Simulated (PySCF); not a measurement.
C2H4ClFSi2, SMILES C#C[SiH2][Si@H](F)Cl. Atoms are numbered in the order given.

```xyz
10

C      3.1086    -0.0066    -0.5259
C      2.1958    -0.3210     0.2151
Si     0.7673    -0.7658     1.2682
Si    -1.1817    -0.2495     0.0691
F     -1.2630    -1.1957    -1.2522
Cl    -1.0413     1.7216    -0.5502
H      3.9180     0.2700    -1.1772
H      0.7806     0.0368     2.5239
H      0.8041    -2.2160     1.6090
H     -2.4585    -0.4161     0.8099
```
Charge 0, spin multiplicity 1.

Coordinates come from a B3LYP-D3(BJ)/def2-SVP optimisation. The structure was generated by enumeration; whether it is a known compound was not checked. The values are those of a single conformer.

These are TDDFT-PBE/def2-SVPD run with PySCF values and carry that method's errors.

Vertical excitations. Isolated molecule, no solvent.

Computed UV-visible absorptions:
```tsv
state	energy (eV)	λ (nm)	f	main pairs
S1	5.46	227	0.022	HOMO→LUMO 66 %, HOMO→LUMO+1 22 %
S2	5.58	222	0.023	HOMO→LUMO+1 67 %, HOMO→LUMO 16 %
S3	5.66	219	0.003	HOMO−1→LUMO 87 %
S4	5.86	212	0.020	HOMO→LUMO+2 57 %, HOMO−1→LUMO+1 30 %
S5	5.93	209	0.018	HOMO−1→LUMO+1 35 %, HOMO→LUMO+3 32 %, HOMO−1→LUMO+2 11 %, HOMO→LUMO+2 9 %
S6	6.00	207	0.035	HOMO→LUMO+3 45 %, HOMO−2→LUMO 26 %, HOMO→LUMO+2 14 %
S7	6.11	203	0.004	HOMO−1→LUMO+2 74 %, HOMO−2→LUMO 17 %
S8	6.17	201	0.005	HOMO−2→LUMO 44 %, HOMO−1→LUMO+3 25 %, HOMO→LUMO+3 9 %, HOMO−2→LUMO+1 9 %
S9	6.29	197	0.008	HOMO−2→LUMO+1 82 %
S10	6.59	188	0.050	HOMO−2→LUMO+2 84 %
T1	4.67	265	0	HOMO→LUMO 60 %
T2	5.01	247	0	HOMO→LUMO+1 49 %, HOMO→LUMO 22 %, HOMO−1→LUMO+1 14 %
T3	5.08	244	0	HOMO−1→LUMO 29 %, HOMO−1→LUMO+1 23 %, HOMO−1→LUMO+3 18 %, HOMO→LUMO+1 15 %
T4	5.30	234	0	HOMO−1→LUMO 31 %, HOMO→LUMO+1 21 %, HOMO→LUMO+3 14 %, HOMO−1→LUMO+1 13 %
```
Triplets are in the Tamm–Dancoff approximation, which puts them higher than full response would, so one can lie above its singlet here.
